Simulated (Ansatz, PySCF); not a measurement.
This singlet lies 1.58 eV below the relaxed triplet at the level composite: frozen-core CCSD(T) with HF/cc-pVQZ and the correlation energy extrapolated as X^-3 from cc-pVTZ and cc-pVQZ, plus CCSDT(Q) minus CCSD(T) in cc-pVDZ // PBE0-D3(BJ)/def2-TZVP (Ansatz, a program for electronic structure).

**CClF, SMILES `[C](Cl)F` (lower singlet) (charge 0, multiplicity 1)**

The numbers are results of PBE0-D3(BJ)/def2-TZVP (PySCF 2.14.0), not measurements.

HOMO: -8.09 eV
dipole moment: 0.85 D
HOMO–LUMO gap: 5.18 eV
LUMO: -2.91 eV
total energy: -597.8251 Ha
cost: around 8 core-seconds (rough)

Bonds (Å): F1–C2 1.291, C2–Cl3 1.738. Bond angles (°): F1–C2–Cl3 106.7.
